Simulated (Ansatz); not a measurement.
Reaction (formal exchange of groups at the Sb–C bond): `[CH3][SbH][OH]` + `CC` → `C[CH2][SbH][OH]` + CH₄

Isolated molecules relaxed with PBE0-D4/def2-TZVP in Ansatz; ΔE leaves out vibrations. CCSD(T)/CBS adds triple-zeta CCSD(T) − MP2 to the extrapolated MP2 energy (def2 sets, frozen cores). This one scheme is used for every species. Functionals use def2-TZVPP. def2 core potentials past Kr. For Sb outer-core shells are correlated without core-valence functions, which leaves a few kJ/mol of doubt a bond. Each species was taken in one conformer, which may not be the lowest.

```tsv
level	ΔE (eV)
r2SCAN	0.00
MP2/def2-QZVPP	-0.04
```

Question: What does CCSD(T)/CBS give? (An estimate is asked.)

Answer: The calculation gave: -0.02 eV. The listed levels differ from it by 0.02, -0.02 eV.

Largest T1 diagnostic among the species: 0.013.

In def2-TZVPP, CCSD(T) changes the Hartree–Fock value by −0.09 eV (the triples alone add −0.02 eV) and MP2 by −0.11 eV. The D4 term adds −0.05 eV with B3LYP and −0.03 eV with PBE0; it sums over pairs of atoms, weighted by their polarisabilities, and B3LYP, whose exchange is more repulsive, gets the larger term.

B3LYP here is the variant with VWN-RPA as its local correlation; programs differ in this.
